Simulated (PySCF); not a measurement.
**BeH⁺ at RHF-CCSD**

Computed with RHF-CCSD; basis Be pcseg-2, H pcseg-2; no relativity; PySCF 2.14.

```json
{
  "state": "¹Σ⁺ (singlet), closed shell",
  "bond length": "1.310 Å",
  "harmonic wavenumber": "2190 cm⁻¹",
  "force constant": "2.56 mdyn/Å",
  "rotational constant Be": "10.84 cm⁻¹",
  "anharmonicity ωexe": "36.2 cm⁻¹",
  "vibration–rotation constant αe": "0.263 cm⁻¹",
  "well depth De to Be⁺ + H": "3.10 eV",
  "dissociation energy D0": "2.96 eV"
}
```

Correlated steps freeze no core orbitals. For an ion De counts to the pair picked by the measured ionisation energies or electron affinities, which need not be the lowest pair at this level. Where the molecule has an RHF reference, its open-shell atoms are computed with UHF.
